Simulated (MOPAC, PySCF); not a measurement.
CSe2, SMILES `[Se]=C=[Se]`, neutral singlet in the gas phase. 

Cartesian coordinates (Å):
```xyz
3

Se    -1.5135    -0.7662     0.0000
C      0.0000     0.0000     0.0000
Se     1.5135     0.7662     0.0000
```
Charge 0, spin multiplicity 1.

All levels are single points at this geometry (B3LYP-D3(BJ)/def2-TZVP); Pople sets use spherical d functions. Orbital energies aren't observables, and empty levels follow the basis.

HF/6-31G* in PySCF gives gap (eV) = 10.26.

Q: Estimate the gap (eV) from each of these levels: B3LYP-D3(BJ)/def2-TZVP in PySCF; PBE-D3(BJ)/def2-TZVP in PySCF; B3LYP/6-31G* in PySCF; BP86/6-31G* in PySCF; M06-2X/6-31G* in PySCF; SVWN5/6-31G* in PySCF; HF/3-21G in PySCF; HF/STO-3G in PySCF; AM1 in MOPAC; PM3 in MOPAC; PM6 in MOPAC; PM7 in MOPAC.

A: 
```csv
level,gap (eV)
B3LYP-D3(BJ)/def2-TZVP in PySCF,4.62
PBE-D3(BJ)/def2-TZVP in PySCF,3.34
B3LYP/6-31G* in PySCF,4.72
BP86/6-31G* in PySCF,3.42
M06-2X/6-31G* in PySCF,6.83
SVWN5/6-31G* in PySCF,3.41
HF/3-21G in PySCF,10.15
HF/STO-3G in PySCF,11.53
AM1 in MOPAC,6.82
PM3 in MOPAC,7.08
PM6 in MOPAC,7.22
PM7 in MOPAC,6.39
```
